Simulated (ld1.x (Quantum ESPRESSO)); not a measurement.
**What one change does to a pseudopotential (Co, TM)**

cobalt, norm-conserving Troullier–Martins (Kleinman–Bylander form), made with ld1.x (Quantum ESPRESSO) 7.5 (PBE, scalar-relativistic). Core [Ar], reference 3d7 4s2 4p0. Waves: 4p (bound, empty): rc 2.40 bohr; 3d (bound): rc 1.15 bohr; 4s (bound): rc 2.20 bohr. Local part: the s channel. Core correction: none.

Change: all radii scaled by about 0.78 (s 1.70, p 1.86, d 0.90 bohr).

Cutoffs: the cutoffs (Ry, on a coarse ladder) from which the occupation-weighted sum of valence levels, in a spherical-Bessel basis at the reference potential, stays within 10 and 1 mRy of its value at 400 Ry; they do not see the model core or the augmentation charge, which bear on the density cutoff. Errors are all-electron minus pseudo energies relative to the spin-unpolarised reference configuration.

What does the change do?

A bound ghost appears in p, which as a rule spoils a file; the number of tests with a reliable result goes from 6 to 4; of the 4 tests that both files solve, the error grows in 1 and shrinks in 0 by more than 15 % and 0.3 meV (median size 213.5 → 201.4 meV).

| quantity | base | changed |
| --- | --- | --- |
| cutoff, loose | 180 Ry | 230 Ry |
| cutoff, tight | 260 Ry | over 300 Ry |
| loose cutoff by channel (10 mRy a level) | d 140 Ry, s 8 Ry | d 200 Ry, s 18 Ry |
| bound ghosts | none | p |
| tests with a reliable result | 6 of 7 | 4 of 7 |
| error for 3d7 4s0 4p0, meV [ΔE 25.82 eV] | +60 | +68 |
| error for 3d7 4s0 4p1, meV [ΔE 14.40 eV] | +17 | +20 |
| error for 3d5 4s0 4p0, meV [ΔE 117.04 eV] | -1539 | -1749 |
| error for 3d6 4s2 4p0, meV [ΔE 15.18 eV] | -367 | -335 |

 A true bound ghost makes a file unfit for plane-wave use even where its test errors are small: the radial tests pick states by their node count and pass the ghost by.
